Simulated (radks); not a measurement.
Task: A nucleus of charge 29.6 with 29 electrons, configuration [Ar] 3d10 4s1. Calculated with a radial shooting solver on a logarithmic mesh with Libxc functionals: Dirac Kohn-Sham, PBEsol, spin-unpolarised, spherical densities, finite nucleus; Fermi nuclear charge, rms radius 3.9283 fm. Some entries of the table are withheld. Estimate them.

orbital,occ.,eigenvalue (eV),<r> (bohr),<1/r> (bohr^-1)
1s1/2,2,-9247.085,0.05105,29.78
2s1/2,2,-1123.061,0.2297,6.511
2p1/2,2,-987.9297,0.1992,6.469
2p3/2,4,-965.4845,0.2026,6.319
3s1/2,2,-128.1662,0.6939,2.057
3p1/2,2,-85.7765,0.7210,(1)
3p3/2,4,-82.9156,0.7319,(2)
3d3/2,4,(3),(4),(5)
3d5/2,6,(6),(7),(8)
4s1/2,1,-9.8812,2.565,0.5063

Result: 
(1) 3p1/2 <1/r> (bohr^-1): 1.923
(2) 3p3/2 <1/r> (bohr^-1): 1.886
(3) 3d3/2 eigenvalue (eV): -13.4464
(4) 3d3/2 <r> (bohr): 0.9429
(5) 3d3/2 <1/r> (bohr^-1): 1.467
(6) 3d5/2 eigenvalue (eV): -13.1246
(7) 3d5/2 <r> (bohr): 0.9518
(8) 3d5/2 <1/r> (bohr^-1): 1.456
